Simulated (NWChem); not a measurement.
# SnN$_{2}$H$_{4}$, singlet; SMILES [NH2][Sn][NH2]

```xyz
7

Sn     0.0000     0.0000    -0.3893
N      1.4902     0.0000     0.9971
H      2.4729     0.0000     0.7465
H      1.3724     0.0000     2.0056
N     -1.4902     0.0000     0.9971
H     -1.3724     0.0000     2.0056
H     -2.4729     0.0000     0.7465
```
Atoms are numbered in this order, from 1.

Results from NWChem. Low-valent species are run as closed-shell singlets; no triplet was tried in these runs. Coordinates come from a PBE0/def2-SVP optimisation. def2 effective core potentials on Sn; no spin-orbit coupling. Level SCAN/def2-SVP: energy and gradient on several grids; changes count from the extra-fine grid, which is no exact limit either.

```json
[
 {"grid": "xcoarse", "size of the energy change (μHa)": "2000", "largest change of a gradient component (μHa/bohr)": "7000"},
 {"grid": "coarse", "size of the energy change (μHa)": "4000", "largest change of a gradient component (μHa/bohr)": "800"},
 {"grid": "medium", "size of the energy change (μHa)": "4000", "largest change of a gradient component (μHa/bohr)": "600"},
 {"grid": "fine", "size of the energy change (μHa)": "2000", "largest change of a gradient component (μHa/bohr)": "400"},
 {"grid": "xfine", "size of the energy change (μHa)": "< 10", "largest change of a gradient component (μHa/bohr)": "< 30"}
]
```
